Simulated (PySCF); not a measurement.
## Telling isomers of C$_{7}$H$_{7}$NO apart by NMR

- geometry from GFN2-xTB
- GIAO PBE0/pcSseg-1 shieldings
- program: PySCF 2.14.0 with density-fitted response routines
- one computed conformer, no solvent, one averaged value for each set of equivalent atoms, non-relativistic Hamiltonian

Referencing at the same level of theory: $^{1}$H and $^{13}$C vs TMS. Where no couplings were computed, multiplicities follow the n + 1 count of equivalent neighbours, and m marks all less simple cases (inequivalent or close neighbours, rings, F or P nearby). Acid and N–H amide carbonyl carbons lie up to 10 ppm further downfield in solution (hydrogen bonding). Shifts are as computed. Against solution values, carbons near 30 ppm lie about +3 ppm off and those near 130 ppm about +5 ppm. Of 1211 compounds with measured shifts, 218 miss one by over three times the rms of a fit or turn the order of signals round; such compounds aren't used in these exercises. OH and NH positions are gas-phase values without hydrogen bonding to other molecules.

(1) Tabulate the signals of `CC(=O)c1cccnc1`, `C#C[C@@H]1C=C[C@@H]1NC=O`, `C=Cc1cnccc1O` and their relative energies.

(2) What is the quickest way to tell C#C[C@@H]1C=C[C@@H]1NC=O from C=Cc1cnccc1O?

(3) What is the quickest way to tell CC(=O)c1cccnc1 from C=Cc1cnccc1O?

(4) What is the quickest way to tell CC(=O)c1cccnc1 from C#C[C@@H]1C=C[C@@H]1NC=O?

Answers

(1) 
```json
{"SMILES": "CC(=O)c1cccnc1", "carbon types": "2×C 4×CH 1×CH3", "δC": "199.9, 159.5, 156.2, 142.9, 134.9, 128.8, 28.9", "δH": "9.42 (s, 1H), 9.09 (d, 1H), 8.83 (d, 1H), 7.62 (m, 1H), 2.71 (s, 3H)", "E rel. (kcal/mol)": "0.0"}
{"SMILES": "C#C[C@@H]1C=C[C@@H]1NC=O", "carbon types": "1×C 6×CH", "δC": "160.3, 150.8, 148.8, 87.7, 81.0, 49.9, 42.4", "δH": "8.31 (d, 1H), 6.46 (m, 1H), 6.33 (m, 1H), 5.70 (m, 1H), 5.17 (br, 1H), 3.97 (m, 1H), 1.84 (d, 1H)", "E rel. (kcal/mol)": "73.9"}
{"SMILES": "C=Cc1cnccc1O", "carbon types": "2×C 4×CH 1×CH2", "δC": "166.7, 157.3, 153.8, 133.4, 125.8, 123.8, 115.0", "δH": "8.88 (s, 1H), 8.77 (d, 1H), 6.99 (d, 1H), 6.88 (m, 1H), 6.21 (m, 1H), 5.77 (m, 1H), 5.28 (br s, 1H)", "E rel. (kcal/mol)": "15.0"}
```

Energies are electronic energies at PBE0/pcSseg-1 on these geometries, without zero-point or thermal terms, each for the one conformer computed, which needn't be the lowest.

(2) Both give the same number of carbon signals, but DEPT or the intensities differ. The first has an allylic sp3 CH bonded to N at 49.9 ppm, the second an aromatic carbon bearing oxygen (C) at 166.7 ppm. Their most deshielded carbons lie at 160.3 and 166.7 ppm. In the proton spectra the most deshielded non-exchanging signals are 8.31 (d, 1H) and 8.88 (s, 1H).

(3) Both give the same number of carbon signals, but DEPT or the intensities differ. The first has a methyl carbon α to a carbonyl (CH3) at 28.9 ppm, the second a terminal =CH2 carbon at 125.8 ppm. Their most deshielded carbons lie at 199.9 and 166.7 ppm. In the proton spectra the most deshielded non-exchanging signals are 9.42 (s, 1H) and 8.88 (s, 1H).

(4) Both give the same number of carbon signals, but DEPT or the intensities differ. The first has a ketone carbonyl carbon (C) at 199.9 ppm, the second an allylic sp3 CH bonded to N at 49.9 ppm. Their most deshielded carbons lie at 199.9 and 160.3 ppm. In the proton spectra the most deshielded non-exchanging signals are 9.42 (s, 1H) and 8.31 (d, 1H).
